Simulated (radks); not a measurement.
Q: These are the eigenvalues of the occupied orbitals of an atom or ion with whole-number occupations (hartree). Method: non-relativistic Kohn-Sham, BLYP, spin-unpolarised, spherical densities, point nucleus; computed with a radial shooting solver on a logarithmic mesh with Libxc functionals.

orbital  eigenvalue
1s        -277.0002
2s        -33.14186
2p        -28.87464
3s         -4.36117
3p         -3.08624
3d         -1.00204

Which element is it, and in what charge state? The configuration may be excited.

A: Z = 27, cobalt, charge +2: Co2+ in [Ar] 3d7. The list shows which subshells hold electrons but not how many an open one holds; the 1s level, -277 hartree, gives Z - s = 23.5 by -(Z - s)^2/2, which with screening narrows Z to a few neighbours, and the depths of the outer levels then fix element, charge and occupations together.
